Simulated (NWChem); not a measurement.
All runs are NWChem calculations. System: ClLi, charge 0, spin multiplicity 1, at a geometry optimised with PBE0/def2-SVP. The structure started from a generated list of species. Level: PBE/aug-cc-pVDZ.

Job file:

```
start mol
memory heap 200 mb stack 900 mb global 1100 mb
geometry units angstroms nocenter noautoz
  Li     0.000000     0.000000    -1.703164
  Cl     0.000000     0.000000     0.300558
  symmetry group C2v
end
basis spherical
  * library aug-cc-pvdz
end
dft
  xc xpbe96 cpbe96
  semidirect memsize 60000000 filesize 0
  iterations 100
end
task dft energy
```

NWChem printed:

```
             Northwest Computational Chemistry Package (NWChem) 7.3.0
             --------------------------------------------------------

                                NWChem Input Module
                                -------------------

 Scaling coordinates for geometry "geometry" by  1.889725989
 (inverse scale =  0.529177249)

 Turning off AUTOSYM since
 SYMMETRY directive was detected!

                             Geometry "geometry" -> ""
                             -------------------------

 Output coordinates in angstroms (scale by  1.889725989 to convert to a.u.)

  No.       Tag          Charge          X              Y              Z
 ---- ---------------- ---------- -------------- -------------- --------------
    1 Li                   3.0000     0.00000000     0.00000000    -1.70316400
    2 Cl                  17.0000     0.00000000     0.00000000     0.30055800

 Effective nuclear repulsion energy (a.u.)      13.4689541259

            Nuclear Dipole moment (a.u.)
            ----------------------------
        X                 Y               Z
 ---------------- ---------------- ----------------
     0.0000000000     0.0000000000    -0.0000113384

      Symmetry information
      --------------------

 Group name             C2v
 Group number             16
 Group order               4
 No. of unique centers     2

      Symmetry unique atoms

     1    2


 Summary of "ao basis" -> "" (spherical)
 ------------------------------------------------------------------------------
       Tag                 Description            Shells   Functions and Types
 ---------------- ------------------------------  ------  ---------------------
 *                        aug-cc-pvdz                 on all atoms

  pbe96 is a nonlocal functional; adding pw91lda local functional.

                                 NWChem DFT Module
                                 -----------------

 Summary of "ao basis" -> "ao basis" (spherical)
 ------------------------------------------------------------------------------
       Tag                 Description            Shells   Functions and Types
[...]
 Vector    9  Occ=2.000000D+00  E=-2.167353D-01  Symmetry=b1
              MO Center=  3.2D-17,  1.1D-32,  2.1D-01, r^2= 1.4D+00
   Bfn.  Coefficient  Atom+Function         Bfn.  Coefficient  Atom+Function
  ----- ------------  ---------------      ----- ------------  ---------------
    32      0.580790  2 Cl px                35      0.439844  2 Cl px
     5      0.112128  1 Li px                38      0.073667  2 Cl px
    17     -0.029077  1 Li d  1

 Vector   10  Occ=2.000000D+00  E=-2.167353D-01  Symmetry=b2
              MO Center= -1.6D-32,  5.5D-17,  2.1D-01, r^2= 1.4D+00
   Bfn.  Coefficient  Atom+Function         Bfn.  Coefficient  Atom+Function
  ----- ------------  ---------------      ----- ------------  ---------------
    33      0.580790  2 Cl py                36      0.439844  2 Cl py
     6      0.112128  1 Li py                39      0.073667  2 Cl py
    15      0.029077  1 Li d -1

 Vector   11  Occ=0.000000D+00  E=-6.794325D-02  Symmetry=a1
              MO Center= -3.4D-15, -1.4D-15, -2.6D+00, r^2= 5.3D+00
   Bfn.  Coefficient  Atom+Function         Bfn.  Coefficient  Atom+Function
  ----- ------------  ---------------      ----- ------------  ---------------
     7      0.453702  1 Li pz                 3     -0.356111  1 Li s
     2     -0.274730  1 Li s                 28     -0.266223  2 Cl s
    10      0.148694  1 Li pz                 4     -0.139054  1 Li s
    34     -0.093456  2 Cl pz                 1      0.069319  1 Li s
    26      0.059966  2 Cl s                 40      0.056701  2 Cl pz

 Vector   12  Occ=0.000000D+00  E=-8.276276D-03  Symmetry=b1
              MO Center=  3.3D-15, -3.9D-18, -2.0D+00, r^2= 1.6D+01
   Bfn.  Coefficient  Atom+Function         Bfn.  Coefficient  Atom+Function
  ----- ------------  ---------------      ----- ------------  ---------------
     8      0.583603  1 Li px                 5      0.494296  1 Li px
    11      0.312205  1 Li px                38     -0.225957  2 Cl px
    32     -0.143938  2 Cl px                35     -0.127165  2 Cl px

 Vector   13  Occ=0.000000D+00  E=-8.276276D-03  Symmetry=b2
              MO Center=  4.8D-18,  1.4D-15, -2.0D+00, r^2= 1.6D+01
   Bfn.  Coefficient  Atom+Function         Bfn.  Coefficient  Atom+Function
  ----- ------------  ---------------      ----- ------------  ---------------
     9      0.583603  1 Li py                 6      0.494296  1 Li py
    12      0.312205  1 Li py                39     -0.225957  2 Cl py
    33     -0.143938  2 Cl py                36     -0.127165  2 Cl py

 center of mass
 --------------
 x =   0.00000000 y =   0.00000000 z =  -0.06477937

 moments of inertia (a.u.)
 ------------------
          83.782039721631           0.000000000000           0.000000000000
           0.000000000000          83.782039721631           0.000000000000
           0.000000000000           0.000000000000           0.000000000000

     Multipole analysis of the density
     ---------------------------------

     L   x y z        total         alpha         beta         nuclear
     -   - - -        -----         -----         ----         -------
     0   0 0 0     -0.000000    -10.000000    -10.000000     20.000000

     1   1 0 0     -0.000000     -0.000000     -0.000000      0.000000
     1   0 1 0     -0.000000     -0.000000     -0.000000      0.000000
     1   0 0 1     -2.664290     -1.332139     -1.332139     -0.000011

     2   2 0 0    -12.570213     -6.285107     -6.285107      0.000000
     2   1 1 0     -0.000000     -0.000000     -0.000000      0.000000
     2   1 0 1     -0.000000     -0.000000     -0.000000      0.000000
     2   0 2 0    -12.570213     -6.285107     -6.285107      0.000000
     2   0 1 1     -0.000000     -0.000000     -0.000000      0.000000
     2   0 0 2     -2.099229    -19.329892    -19.329892     36.560555

 Task  times  cpu:        1.2s     wall:        1.2s

 Total times  cpu:        1.2s     wall:        1.2s
```
